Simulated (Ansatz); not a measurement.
Ansatz (an electronic-structure program) input:

Ansatz 0.2 input:
```yaml
crystal:
  periodic: [false, false, false]
  atoms:
    - {symbol: Al, position_ang: [0.76322953, 1.72664945, 0.21512409]}
    - {symbol: N, position_ang: [-0.05523097, -0.13705035, -0.01486371]}
    - {symbol: C, position_ang: [-0.25224644, -0.71834671, 1.30173876]}
    - {symbol: C, position_ang: [0.86561065, -0.94222685, -0.79810214]}
    - {symbol: C, position_ang: [-1.32485182, 0.00886306, -0.70540254]}
    - {symbol: H, position_ang: [2.08295079, 1.30702409, 0.96252222]}
    - {symbol: H, position_ang: [0.87031393, 2.11876698, -1.30574555]}
    - {symbol: H, position_ang: [-0.38991881, 2.37869156, 1.06469552]}
    - {symbol: H, position_ang: [-0.69166218, -1.72000810, 1.24396967]}
    - {symbol: H, position_ang: [0.70935562, -0.77131463, 1.81186676]}
    - {symbol: H, position_ang: [-0.90627483, -0.06685969, 1.88096393]}
    - {symbol: H, position_ang: [1.82162097, -0.99074453, -0.27771525]}
    - {symbol: H, position_ang: [1.02930068, -0.45611960, -1.75938458]}
    - {symbol: H, position_ang: [0.48555003, -1.95602250, -0.96078173]}
    - {symbol: H, position_ang: [-1.14955551, 0.48828117, -1.66816575]}
    - {symbol: H, position_ang: [-1.97306151, 0.65856682, -0.11785477]}
    - {symbol: H, position_ang: [-1.81812680, -0.95622591, -0.86191128]}
basis:
  gaussian:
    orbitals: def2-TZVP
hamiltonian:
  xc: b3lyp
  dispersion: d3bj
relax: {f_tol: 0.002, max_steps: 150}
```

Q: Which total energy does the run end on?

A: -418.84652 Eh (B3LYP-D3(BJ)/def2-TZVP). The basis has 233 functions.
